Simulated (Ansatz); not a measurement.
A nudged elastic band was laid between two geometries of BFH2 + BrH (6 atoms, charge 0, multiplicity 1).

Computed with Ansatz, RKS B3LYP/def2-SVP.

```json
{
 "movable images": "7",
 "climbing image": "yes",
 "spring": "5.0 eV/Å²",
 "optimiser": "quadratic models (default)",
 "start path": "through a guess of the saddle point",
 "force threshold": "0.05 eV/Å",
 "iteration limit": "60",
 "end points": "relaxed"
}
```

First end point:

```xyz
6
Properties=species:S:1:pos:R:3
B -0.013 0.463 -0.163
F 0.000 0.290 1.153
H 1.049 0.577 -0.720
H -1.087 0.504 -0.709
Br 0.119 -3.235 1.450
H 0.076 -1.883 1.911
```

Last end point:

```xyz
6
Properties=species:S:1:pos:R:3
B 0.016 -0.421 -0.166
F 0.008 0.142 1.740
H 1.058 0.081 -0.474
H -1.060 0.010 -0.463
Br 0.084 -2.358 0.210
H 0.039 -0.738 2.075
```

Task: What changes between the two ends?

Result: Bonds broken: B1–F2, Br5–H6. Bonds formed: B1–Br5, F2–H6. BFH2 + BrH becomes BBrH2 + FH.

Task: What energy profile does the band end with?

Result: It converged. The highest image is number 6 of 0 to 8, 96.6 kJ/mol above the first end and 25.7 kJ/mol above the last; the last end lies 70.9 kJ/mol above the first. A vibrational analysis at the climbing image gives one clearly imaginary mode, 894i cm⁻¹: a first-order saddle point. The orbitals stay closed-shell, which can raise the energy where a bond breaks towards radicals; this wasn't checked here.

```json
{"image": "0", "path coordinate (Å)": "0.00", "energy (kJ/mol)": "0.0", "B1–F2 (Å)": "1.33", "Br5–H6 (Å)": "1.43", "B1–Br5 (Å)": "4.04"}
{"image": "1", "path coordinate (Å)": "0.38", "energy (kJ/mol)": "0.2", "B1–F2 (Å)": "1.33", "Br5–H6 (Å)": "1.43", "B1–Br5 (Å)": "3.74"}
{"image": "2", "path coordinate (Å)": "0.76", "energy (kJ/mol)": "0.4", "B1–F2 (Å)": "1.33", "Br5–H6 (Å)": "1.43", "B1–Br5 (Å)": "3.42"}
{"image": "3", "path coordinate (Å)": "1.14", "energy (kJ/mol)": "2.9", "B1–F2 (Å)": "1.33", "Br5–H6 (Å)": "1.43", "B1–Br5 (Å)": "3.12"}
{"image": "4", "path coordinate (Å)": "1.53", "energy (kJ/mol)": "14.5", "B1–F2 (Å)": "1.34", "Br5–H6 (Å)": "1.43", "B1–Br5 (Å)": "2.82"}
{"image": "5", "path coordinate (Å)": "1.91", "energy (kJ/mol)": "52.4", "B1–F2 (Å)": "1.40", "Br5–H6 (Å)": "1.48", "B1–Br5 (Å)": "2.48"}
{"image": "6", "path coordinate (Å)": "2.29", "energy (kJ/mol)": "96.6", "B1–F2 (Å)": "1.54", "Br5–H6 (Å)": "1.70", "B1–Br5 (Å)": "2.22"}
{"image": "7", "path coordinate (Å)": "2.66", "energy (kJ/mol)": "76.9", "B1–F2 (Å)": "1.74", "Br5–H6 (Å)": "2.07", "B1–Br5 (Å)": "2.05"}
{"image": "8", "path coordinate (Å)": "3.03", "energy (kJ/mol)": "70.9", "B1–F2 (Å)": "1.99", "Br5–H6 (Å)": "2.47", "B1–Br5 (Å)": "1.97"}
```

Task: What is the geometry of the highest image?

Result: 
```xyz
6
Properties=species:S:1:pos:R:3
B 0.010 -0.174 0.040
F 0.006 0.125 1.549
H 1.063 0.109 -0.452
H -1.063 0.040 -0.444
Br 0.082 -2.335 0.559
H 0.045 -1.048 1.671
```

Task: What are the harmonic wavenumbers there?

Result: 894i, 374, 479, 648, 730, 850, 924, 1131, 1222, 1490, 2624, 2762 cm⁻¹.

Time of the run: 5.8 min on 1 thread of Arm Neoverse V1, with other jobs on the host, peak memory 0.17 GiB.
